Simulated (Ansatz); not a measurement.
Two members of one family (Same ligands, another metal), computed with Ansatz in the gas phase. HOMO and LUMO are taken over both spins. Binding counts from free atoms in the multiplicity of their measured ground term, without zero-point energy. Singlets are spin-restricted. Names give formal oxidation states. The structures are stationary points that may keep the symmetry of their start. Remarks come from the PBE and PBE0 runs and from stability tests at other levels; not every state was tested.

First: Co(NH2)2 (quartet, charge 0, PBE0-D4/def2-TZVP geometry).

```xyz
7

Co    0.003    0.003   -0.001
N    -0.154   -0.190   -1.800
H     0.401   -0.804   -2.378
H    -0.822    0.288   -2.387
N     0.159    0.195    1.798
H     0.818   -0.290    2.389
H    -0.406    0.799    2.377
```

| level | HOMO (eV) | LUMO (eV) | gap (eV) | binding per atom (eV) |
| --- | --- | --- | --- | --- |
| B3LYP-D4/def2-TZVP | -5.67 | -2.71 | 2.96 | 3.18 |
| r2SCAN0-D4/def2-TZVP | -6.17 | -1.82 | 4.34 | 3.08 |
| HSE06-D4/def2-TZVP | -5.53 | -2.55 | 2.98 | 3.15 |
| CAM-B3LYP-D4/def2-TZVP | -7.38 | -1.33 | 6.05 | 3.20 |
| ωB97X-V/def2-TZVP | -8.36 | -0.23 | 8.13 | 3.19 |

Metal–donor distances: 2 × N 1.82 Å. Remarks: spin-contaminated (⟨S²⟩ up to 1.45) (doublet).

Second: Fe(NH2)2 (quintet, charge 0, PBE0-D4/def2-TZVP geometry).

Cartesian coordinates in Å:
```
Fe 0.0001 0.0000 -0.0001
N 0.6625 -0.1118 -1.7225
H 0.8050 0.6657 -2.3496
H 0.9403 -0.9593 -2.1934
N -0.6616 0.1114 1.7226
H -1.6349 0.0547 1.9848
H -0.1114 0.2394 2.5582
```

Question: Estimate the same table for the second.

Answer: 
```
                 level  HOMO (eV)  LUMO (eV)  gap (eV)  binding per atom (eV)
    B3LYP-D4/def2-TZVP      -5.95      -2.50      3.45                   3.22
  r2SCAN0-D4/def2-TZVP      -6.47      -1.72      4.75                   3.10
    HSE06-D4/def2-TZVP      -5.85      -2.36      3.49                   3.19
CAM-B3LYP-D4/def2-TZVP      -7.73      -1.16      6.57                   3.23
     ωB97X-V/def2-TZVP      -8.73      -0.10      8.63                   3.22
```

Metal–donor distances: 2 × N 1.85 Å. Remarks: restricted SCF unstable (singlet), spin-contaminated (⟨S²⟩ up to 2.65) (triplet).
